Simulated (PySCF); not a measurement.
C8H9 (SMILES [CH2]c1ccc(C)cc1), doublet, geometry from GFN2-xTB; PBE0-D4/STO-3G in PySCF.

Input for PySCF:
```python
from pyscf import gto, scf, dft

mol = gto.Mole()
mol.atom = '''
    C    -2.86940762    0.04230958    0.04061680
    C    -1.49251200    0.02059238    0.02077269
    C    -0.76964542   -1.10670664   -0.46122192
    C     0.60065833   -1.11868845   -0.47556411
    C     1.34045314   -0.02581735   -0.01768787
    C     2.83523812   -0.03240613   -0.04110719
    C     0.64717806    1.09259535    0.45923992
    C    -0.72087053    1.12517956    0.48211883
    H    -3.44548796   -0.79521068   -0.30925238
    H    -3.40864576    0.89741059    0.40629066
    H    -1.32637261   -1.96090267   -0.81821381
    H     1.12443398   -1.98904985   -0.84687777
    H     3.21858061   -1.01579588   -0.30197407
    H     3.23522463    0.25477780    0.93086154
    H     3.20460889    0.68682114   -0.77355242
    H     1.21174650    1.94351087    0.81542914
    H    -1.24064055    1.99608895    0.85428617
'''
mol.basis = 'sto-3g'
mol.spin = 1
mol.verbose = 4
mol.build()

mf = dft.UKS(mol)
mf.xc = 'pbe0'
mf.disp = 'd4'
mf.kernel()
```

Output, abridged:

```
PySCF version 2.14.0

[INPUT] verbose = 4
[INPUT] num. atoms = 17
[INPUT] num. electrons = 57
[INPUT] charge = 0
[INPUT] spin (= nelec alpha-beta = 2S) = 1
[INPUT] symmetry False subgroup None
[INPUT] Mole.unit = angstrom
[INPUT] Symbol           X                Y                Z      unit          X                Y                Z       unit  Magmom
[INPUT]  1 C     -2.869407620000   0.042309580000   0.040616800000 AA   -5.422394541540   0.079953518645   0.076754628056 Bohr   0.0
[INPUT]  2 C     -1.492512000000   0.020592380000   0.020772690000 AA   -2.820438917627   0.038913958453   0.039254694970 Bohr   0.0
[INPUT]  3 C     -0.769645420000  -1.106706640000  -0.461221920000 AA   -1.454419056826  -2.091372449838  -0.871583111446 Bohr   0.0
[INPUT]  4 C      0.600658330000  -1.118688450000  -0.475564110000 AA    1.135079738139  -2.114014789214  -0.898685922573 Bohr   0.0
[INPUT]  5 C      1.340453140000  -0.025817350000  -0.017687870000 AA    2.533089317413  -0.048787720762  -0.033425230027 Bohr   0.0
[INPUT]  6 C      2.835238120000  -0.032406130000  -0.041107190000 AA    5.357823544727  -0.061238710457  -0.077681330850 Bohr   0.0
[INPUT]  7 C      0.647178060000   1.092595350000   0.459239920000 AA    1.222989287227   2.064705976473   0.867837674267 Bohr   0.0
[INPUT]  8 C     -0.720870530000   1.125179560000   0.482118830000 AA   -1.362247872970   2.126281209359   0.911072548196 Bohr   0.0
[INPUT]  9 H     -3.445487960000  -0.795210680000  -0.309252380000 AA   -6.511028609886  -1.502730396529  -0.584402301570 Bohr   0.0
[INPUT] 10 H     -3.408645760000   0.897410590000   0.406290660000 AA   -6.441406942060   1.695860236384   0.767778074369 Bohr   0.0
[INPUT] 11 H     -1.326372610000  -1.960902670000  -0.818213810000 AA   -2.506480972025  -3.705569003228  -1.546200012237 Bohr   0.0
[INPUT] 12 H      1.124433980000  -1.989049850000  -0.846877770000 AA    2.124872267355  -3.758759464607  -1.600367046282 Bohr   0.0
[INPUT] 13 H      3.218580610000  -1.015795880000  -0.301974070000 AA    6.082235862736  -1.919576011662  -0.570648289020 Bohr   0.0
[INPUT] 14 H      3.235224630000   0.254777800000   0.930861540000 AA    6.113688502147   0.481460264619   1.759073370491 Bohr   0.0
[INPUT] 15 H      3.204608890000   0.686821140000  -0.773552420000 AA    6.055833138446   1.297903851162  -1.461802216795 Bohr   0.0
[INPUT] 16 H      1.211746500000   1.943510870000   0.815429140000 AA    2.289869017400   3.672703264415   1.540937748590 Bohr   0.0
[INPUT] 17 H     -1.240640550000   1.996088950000   0.854286170000 AA   -2.344470858530   3.772061435771   1.614366893304 Bohr   0.0

nuclear repulsion = 332.608950134293
number of shells = 33
number of NR pGTOs = 147
number of NR cGTOs = 49
basis = sto-3g
ecp = {}

******** <class 'pyscf.dft.uks.UKS'> ********
method = UKS
initial guess = minao
damping factor = 0
level_shift factor = 0
DIIS = <class 'pyscf.scf.diis.CDIIS'>
diis_start_cycle = 1
diis_space = 8
diis_damp = 0
SCF conv_tol = 1e-09
SCF conv_tol_grad = None
SCF max_cycles = 50
direct_scf = True
direct_scf_tol = 1e-13
number electrons alpha = 29  beta = 28
XC library pyscf.dft.libxc version 7.1.2
    S. Lehtola, C. Steigemann, M. J. T. Oliveira, and M. A. L. Marques,  SoftwareX 7, 1–5 (2018)
XC functionals = pbe0
    C. Adamo and V. Barone,  J. Chem. Phys. 110, 6158 (1999)
    M. Ernzerhof and G. E. Scuseria,  J. Chem. Phys. 110, 5029 (1999)
radial grids:
    Treutler-Ahlrichs [JCP 102, 346 (1995); DOI:10.1063/1.469408] (M4) radial grids

becke partition: Becke, JCP 88, 2547 (1988); DOI:10.1063/1.454033
pruning grids: <function nwchem_prune>
grids dens level: 3
symmetrized grids: False
atomic radii adjust function: <function treutler_atomic_radii_adjust>
small_rho_cutoff = 0
Set gradient conv threshold to 3.16228e-05
tot grids = 201216
Calc dispersion correction with DFTD4.
Parameters: xc=pbe0, atm=True
init E= -307.551015795649

cycle= 1 E= -306.108778005258  delta_E= 1.44  |g|= 0.137  |ddm|= 3.99
cycle= 2 E= -306.124319542941  delta_E= -0.0155  |g|= 0.0727  |ddm|= 0.355
cycle= 3 E= -306.128512325039  delta_E= -0.00419  |g|= 0.0255  |ddm|= 0.133
cycle= 4 E= -306.129310474597  delta_E= -0.000798  |g|= 0.0179  |ddm|= 0.0652
cycle= 5 E= -306.129760722637  delta_E= -0.00045  |g|= 0.00699  |ddm|= 0.0463
cycle= 6 E= -306.129872674836  delta_E= -0.000112  |g|= 0.0047  |ddm|= 0.0276
cycle= 7 E= -306.129909219739  delta_E= -3.65e-05  |g|= 0.00165  |ddm|= 0.0146
cycle= 8 E= -306.129917335573  delta_E= -8.12e-06  |g|= 0.00102  |ddm|= 0.00634
cycle= 9 E= -306.129922499312  delta_E= -5.16e-06  |g|= 0.00028  |ddm|= 0.0089
cycle= 10 E= -306.129922646813  delta_E= -1.48e-07  |g|= 0.000194  |ddm|= 0.00119
cycle= 11 E= -306.129922688378  delta_E= -4.16e-08  |g|= 4.02e-05  |ddm|= 0.000579
cycle= 12 E= -306.12992269213  delta_E= -3.75e-09  |g|= 1.6e-05  |ddm|= 0.000189
cycle= 13 E= -306.129922692307  delta_E= -1.78e-10  |g|= 8.09e-06  |ddm|= 3.4e-05
Extra cycle  E= -306.129922692289  delta_E= 1.85e-11  |g|= 1.04e-05  |ddm|= 2.74e-05
converged SCF energy = -306.129922692289  <S^2> = 0.8165056  2S+1 = 2.0654352
```
